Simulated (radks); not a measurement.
These are the eigenvalues of the occupied orbitals of an atom or ion with whole-number occupations (eV). Method: non-relativistic Kohn-Sham, TPSS, spin-polarised, spherical densities, point nucleus; meta-GGA in the generalised Kohn-Sham scheme; computed with a radial shooting solver on a logarithmic mesh with Libxc functionals.

1s up: -39733.27
1s down: -39733.26
2s up: -6203.872
2s down: -6203.868
2p up: -5871.280
2p down: -5871.276
3s up: -1341.556
3s down: -1340.767
3p up: -1197.011
3p down: -1196.251
3d up: -928.8996
3d down: -928.2852
4s up: -269.5346
4s down: -267.3700
4p up: -215.2032
4p down: -212.9639
4d up: -120.0239
4d down: -117.6589
5s up: -41.7810
5s down: -40.4523
5p up: -27.4519
5p down: -26.3257
4f up: -10.2932
6s up: -7.8768

Which element is it, and in what charge state? The configuration may be excited. Open shells, if any, are filled with parallel spins first.

Answer. Z = 59, praseodymium, charge +1: Pr+ in [Xe] 4f3 6s1. The list shows which subshells hold electrons but not how many an open one holds; the 1s level, -1460.2 hartree, gives Z - s = 54.0 by -(Z - s)^2/2, which with screening narrows Z to a few neighbours, and the depths of the outer levels then fix element, charge and occupations together.
